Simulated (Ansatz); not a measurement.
Total energies of ReO3Cl (ReClO3) from Ansatz at PBE-D4/def2-TZVPD, gas phase (1 Eh = 27.2114 eV = 2625.5 kJ/mol). The reference geometry is relaxed at PBE-D4/def2-SVP.

| state | geometry | energy (Eh) |
| --- | --- | --- |
| charge 0 singlet | reference | -764.12278 |
| charge -1 doublet | reference | -764.16679 |
| charge -1 doublet | relaxed at PBE-D4/def2-SVPD | -764.17853 |
| free Re atom (sextet) | – | -78.20508 |
| free O atom (triplet) | – | -75.01069 |
| free Cl atom (doublet) | – | -459.95933 |

In the def2 sets Re takes a core potential; there is no spin–orbit coupling.

Task: Work out the vertical electron affinity, to the doublet.

Result: E(charge 0 singlet) − E(charge -1 doublet) = -764.12278 − (-764.16679) = 0.04401 Eh = 1.20 eV.

Task: How much does the charge -1 doublet relax, and what is the adiabatic electron affinity?

Result: Relaxation: -764.16679 − (-764.17853) = 0.01174 Eh = 0.32 eV. Adiabatic electron affinity: 0.05575 Eh = 1.52 eV, without zero-point energy. 

Task: What is the binding energy per atom against free atoms?

Result: Atoms: 1 × (-78.20508) + 3 × (-75.01069) + 1 × (-459.95933) = -763.19648 Eh. Binding: -763.19648 − (-764.12278) = 0.92630 Eh = 25.21 eV, or 5.04 eV for each of 5 atoms (no zero-point energy, no counterpoise term).

At PBE-D4/def2-TZVPD the highest occupied level of the charge -1 doublet lies above zero (up to 1.90 eV). By energy differences its removal costs 1.20 eV (vertical, to the charge 0 singlet, at PBE-D4/def2-TZVPD); a positive level beside a positive removal energy at the same level points to self-interaction error. At PBE-D4/def2-TZVPD the highest occupied level of the relaxed charge -1 doublet lies above zero (up to 1.17 eV). By energy differences its removal costs 1.52 eV (each at its own geometry, to the charge 0 singlet, at PBE-D4/def2-TZVPD); the vertical value is larger still, so the positive level points to self-interaction error. At PBE-D4/def2-TZVPD the gap within one spin of the charge -1 doublet nearly closes, so an electron or hole may be smeared out by delocalisation error.
